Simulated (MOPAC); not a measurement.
MOPAC input (MNDO):

```
MNDO PRECISE GNORM=0.05 LET XYZ GEO-OK AUX(PRECISION=9) THREADS=1
C4H10OSi

C     2.80659300 1   -1.11498300 1   -0.24291200 1
C     1.59203100 1   -0.75606300 1   -0.65473600 1
Si    0.79899800 1    0.87553300 1   -0.24222800 1
C    -0.81673600 1    0.61044600 1    0.70756500 1
O    -1.67724200 1   -0.17452100 1   -0.10585600 1
C    -2.91917600 1   -0.44980300 1    0.50597500 1
H     3.24216000 1   -2.07747700 1   -0.49135400 1
H     3.42287000 1   -0.45847200 1    0.36279000 1
H     1.02469100 1   -1.46098700 1   -1.25799000 1
H     1.72438300 1    1.66285200 1    0.61162800 1
H     0.49641400 1    1.64147200 1   -1.47548100 1
H    -0.61636900 1    0.10292000 1    1.66301600 1
H    -1.28513400 1    1.57580200 1    0.95239600 1
H    -3.50081700 1   -1.05181200 1   -0.19108100 1
H    -3.46658400 1    0.47525400 1    0.72749200 1
H    -2.78592200 1   -1.00844100 1    1.44126600 1
```

Output:

```
 *******************************************************************************
 **                                                                           **
 **                              MOPAC v23.2.5                                **
 **                                                                           **
 *******************************************************************************
 ** MOPAC's Digital Object Identifier: https://doi.org/10.5281/zenodo.6511958 **
 **                                                                           **
 ** Please cite the open-source release paper for use of this MOPAC version:  **
 ** J. E. Moussa and J. J. P. Stewart (2026)                                  **
 ** MOPAC: An open-source semiempirical molecular orbital program             **
 ** J. Open Source Softw., 11(119), 8025, https://doi.org/10.21105/joss.08025 **
 *******************************************************************************

                              MNDO CALCULATION RESULTS

 *******************************************************************************
 *  MNDO       - The MNDO Hamiltonian to be used
 *  GEO-OK     - OVERRIDE INTERATOMIC DISTANCE AND OTHER SAFETY CHECKS
 *  LET        - OVERRIDE SOME SAFETY CHECKS
 *  PRECISE    - TIGHTER CRITERIA TO BE USED
 *  XYZ        - CARTESIAN COORDINATE SYSTEM TO BE USED
 *  GNORM      - EXIT WHEN GRADIENT NORM DROPS BELOW 0.050
 *  AUX        - OUTPUT AUXILIARY INFORMATION
 *******************************************************************************
MNDO PRECISE GNORM=0.05 LET XYZ GEO-OK AUX(PRECISION=9) THREADS=1
 C4H10OSi

   ATOM   CHEMICAL          X               Y               Z
  NUMBER   SYMBOL      (ANGSTROMS)     (ANGSTROMS)     (ANGSTROMS)

     1       C          2.80659300  *  -1.11498300  *  -0.24291200  *
     2       C          1.59203100  *  -0.75606300  *  -0.65473600  *
     3      Si          0.79899800  *   0.87553300  *  -0.24222800  *
     4       C         -0.81673600  *   0.61044600  *   0.70756500  *
     5       O         -1.67724200  *  -0.17452100  *  -0.10585600  *
     6       C         -2.91917600  *  -0.44980300  *   0.50597500  *
     7       H          3.24216000  *  -2.07747700  *  -0.49135400  *
     8       H          3.42287000  *  -0.45847200  *   0.36279000  *
     9       H          1.02469100  *  -1.46098700  *  -1.25799000  *
    10       H          1.72438300  *   1.66285200  *   0.61162800  *
    11       H          0.49641400  *   1.64147200  *  -1.47548100  *
    12       H         -0.61636900  *   0.10292000  *   1.66301600  *
    13       H         -1.28513400  *   1.57580200  *   0.95239600  *
    14       H         -3.50081700  *  -1.05181200  *  -0.19108100  *
    15       H         -3.46658400  *   0.47525400  *   0.72749200  *
    16       H         -2.78592200  *  -1.00844100  *   1.44126600  *

          CARTESIAN COORDINATES

    NO.       ATOM           X           Y           Z

     1         C          2.8066     -1.1150     -0.2429
     2         C          1.5920     -0.7561     -0.6547
     3        Si          0.7990      0.8755     -0.2422
     4         C         -0.8167      0.6104      0.7076
     5         O         -1.6772     -0.1745     -0.1059
     6         C         -2.9192     -0.4498      0.5060
     7         H          3.2422     -2.0775     -0.4914
     8         H          3.4229     -0.4585      0.3628
     9         H          1.0247     -1.4610     -1.2580
[...]
  NUMBER   SYMBOL      (ANGSTROMS)     (ANGSTROMS)     (ANGSTROMS)

     1       C          2.69120448  *  -1.16505674  *  -0.12116754  *
     2       C          1.62299842  *  -0.62624665  *  -0.71668732  *
     3      Si          0.77034643  *   0.87803292  *  -0.33355415  *
     4       C         -0.72923973  *   0.59361912  *   0.68681703  *
     5       O         -1.65877591  *  -0.15289091  *  -0.03910072  *
     6       C         -2.89040295  *  -0.47922778  *   0.53425784  *
     7       H          3.15097237  *  -2.10032991  *  -0.44298384  *
     8       H          3.19647860  *  -0.71818673  *   0.73589934  *
     9       H          1.20222079  *  -1.17088052  *  -1.57157854  *
    10       H          1.58358448  *   1.71119282  *   0.41314062  *
    11       H          0.44026181  *   1.54725409  *  -1.49371765  *
    12       H         -0.45438170  *   0.08336706  *   1.64735129  *
    13       H         -1.15622134  *   1.58218590  *   1.00210901  *
    14       H         -3.46109878  *  -1.06982426  *  -0.22102862  *
    15       H         -3.49414160  *   0.42336209  *   0.80045359  *
    16       H         -2.78425325  *  -1.10201848  *   1.45673687  *

                             CARTESIAN COORDINATES

   1    C        2.691204483    -1.165056739    -0.121167540
   2    C        1.622998424    -0.626246650    -0.716687322
   3   Si        0.770346430     0.878032922    -0.333554151
   4    C       -0.729239732     0.593619117     0.686817028
   5    O       -1.658775911    -0.152890914    -0.039100722
   6    C       -2.890402954    -0.479227777     0.534257836
   7    H        3.150972373    -2.100329913    -0.442983838
   8    H        3.196478601    -0.718186727     0.735899337
   9    H        1.202220793    -1.170880520    -1.571578535
  10    H        1.583584477     1.711192818     0.413140620
  11    H        0.440261809     1.547254093    -1.493717650
  12    H       -0.454381699     0.083367059     1.647351294
  13    H       -1.156221342     1.582185900     1.002109008
  14    H       -3.461098780    -1.069824256    -0.221028620
  15    H       -3.494141598     0.423362094     0.800453586
  16    H       -2.784253254    -1.102018485     1.456736867

           Empirical Formula: C4 H10 O Si  =    16 atoms

      MOLECULAR POINT GROUP   :   C1

                  EIGENVALUES
 -43.14001 -35.94862 -30.18674 -26.08182 -22.70565 -17.94622 -17.43775 -16.25160
 -15.58127 -15.14618 -13.97231 -13.69351 -12.63116 -11.79009 -11.43809 -11.22773
 -10.86003 -10.18167   1.00591   2.41092   2.62329   2.68551   3.43846   3.80019
   3.82160   4.18919   4.24893   4.39202   5.00304   5.03038   5.13763   5.39700
   6.63865   6.82108

              NET ATOMIC CHARGES AND DIPOLE CONTRIBUTIONS

  ATOM NO.   TYPE          CHARGE      No. of ELECS.   s-Pop       p-Pop
    1          C           0.007034        3.9930     1.23098     2.76198
    2          C          -0.493394        4.4934     1.28837     3.20502
    3         Si           1.487954        2.5120     0.96521     1.54684
    4          C          -0.182320        4.1823     1.27913     2.90319
    5          O          -0.337459        6.3375     1.82042     4.51704
    6          C           0.207706        3.7923     1.22218     2.57011
    7          H           0.030558        0.9694     0.96944
    8          H           0.028287        0.9717     0.97171
    9          H           0.052478        0.9475     0.94752
   10          H          -0.371627        1.3716     1.37163
   11          H          -0.351916        1.3519     1.35192
   12          H          -0.017551        1.0176     1.01755
   13          H          -0.015905        1.0159     1.01590
   14          H           0.008012        0.9920     0.99199
   15          H          -0.025674        1.0257     1.02567
   16          H          -0.026184        1.0262     1.02618
 DIPOLE           X         Y         Z       TOTAL
 POINT-CHG.     0.597     0.516     0.226     0.821
 HYBRID        -0.380    -0.579     0.717     0.997
 SUM            0.217    -0.063     0.943     0.970

          ATOMIC ORBITAL ELECTRON POPULATIONS

     Atom    s        px        py        pz
    1  C   1.23098   0.92042   0.92199   0.91957
    2  C   1.28837   1.03347   1.14646   1.02509
    3 Si   0.96521   0.51323   0.52020   0.51341
    4  C   1.27913   1.03047   0.88348   0.98924
    5  O   1.82042   1.26190   1.72939   1.52575
    6  C   1.22218   0.79834   0.89133   0.88044
    7  H   0.96944
    8  H   0.97171
    9  H   0.94752
   10  H   1.37163
   11  H   1.35192
   12  H   1.01755
   13  H   1.01590
   14  H   0.99199
   15  H   1.02567
   16  H   1.02618

 **********************
 *                    *
 * JOB ENDED NORMALLY *
 *                    *
 **********************

 == MOPAC DONE ==
```

The geometry given is a B3LYP-D3(BJ)/def2-TZVP minimum.
